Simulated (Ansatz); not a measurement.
Start from `C[N](C)[Hf]([F])([Cl])[I]` and change one atom or group to get `C[N](C)[Hf]([F])([Cl])[N]=C=O`.

Ansatz, PBE0-D4/def2-TZVP geometries, multiplicity 1. Each molecule was computed in one conformer, which needn't be the lowest.

Elements past krypton have def2 core potentials.

```
                                          property  `C[N](C)[Hf]([F])([Cl])[I]`
               HOMO energy (B3LYP/def2-TZVPP) / eV                        -6.98
size of the dipole moment (ωB97M-V/def2-TZVPP) / D                         3.22
    size of the dipole moment (PBE/def2-TZVPP) / D                         3.28
               LUMO energy (B3LYP/def2-TZVPP) / eV                        -1.52
                 HOMO energy (PBE/def2-TZVPP) / eV                        -5.99
              HOMO–LUMO gap (PBE0/def2-TZVPP) / eV                         5.87
```

Give the same properties after the change, and the shifts. (Best estimate.)

Ansatz gave: 
| property | `C[N](C)[Hf]([F])([Cl])[N]=C=O` | shift |
| --- | --- | --- |
| HOMO energy (B3LYP/def2-TZVPP) / eV | -7.00 | -0.02 |
| size of the dipole moment (ωB97M-V/def2-TZVPP) / D | 3.27 | 0.05 |
| size of the dipole moment (PBE/def2-TZVPP) / D | 3.39 | 0.11 |
| LUMO energy (B3LYP/def2-TZVPP) / eV | -1.41 | 0.11 |
| HOMO energy (PBE/def2-TZVPP) / eV | -5.95 | 0.04 |
| HOMO–LUMO gap (PBE0/def2-TZVPP) / eV | 6.01 | 0.14 |

The zero-point energy changes by 32.9 kJ/mol with +6 modes. Dipoles are sizes alone; their direction can turn.

B3LYP here is the variant with VWN-RPA as its local correlation; programs differ in this.

Spin–orbit coupling is left out; it splits and shifts lone-pair levels of the heavy atoms by tenths of an eV.
